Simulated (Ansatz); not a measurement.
Stepwise reaction of `[OH][SnH2][Br]` with water, as a gas-phase model of exchange steps in deposition or etching. ΔE in kJ/mol; ΔG adds harmonic PBE0-D4 terms to CCSD(T)/CBS, at 1 bar.

Isolated molecules relaxed with PBE0-D4/def2-TZVP in Ansatz; ΔE leaves out vibrations. CCSD(T)/CBS adds triple-zeta CCSD(T) − MP2 to the extrapolated MP2 energy (def2 sets, frozen cores). This one scheme is used for every species. Functionals use def2-TZVPP. B3LYP here is the variant with VWN-RPA as its local correlation; programs differ in this. Elements past krypton have def2 core potentials. For Br, Sn outer-core shells are correlated without core-valence functions, which leaves a few kJ/mol of doubt a bond. Scalar relativity is left out up to krypton. One conformer a species, not always the lowest.

```json
{"step": "1", "reaction": "`[OH][SnH2][Br]` + H₂O → `[OH][SnH]([OH])[Br]` + H₂", "PBE-D4": "-11.4", "B3LYP-D4": "-10.7", "ωB97M-V": "-7.9", "CCSD(T)/CBS": "-11.8", "ΔG(400 K)": "-12.7"}
{"step": "2", "reaction": "`[OH][SnH]([OH])[Br]` + H₂O → `[OH][Sn]([OH])([OH])[Br]` + H₂", "PBE-D4": "-0.6", "B3LYP-D4": "-0.6", "ωB97M-V": "2.3", "CCSD(T)/CBS": "-2.0", "ΔG(400 K)": "-3.3"}
```

Q: By hand: ΔE of the 2 steps together at CCSD(T)/CBS.

A: (-11.8) + (-2.0) = -13.8 kJ/mol, or -6.9 kJ/mol a step.

In ΔE each step is higher than the one before. ΔG lies between -12.7 and -3.3 kJ/mol a step. PBE-D4 differs from CCSD(T)/CBS by 0.4 to 1.4 kJ/mol a step. Isolated molecules leave out the surface, adducts and barriers. Largest T1 diagnostic: 0.013.
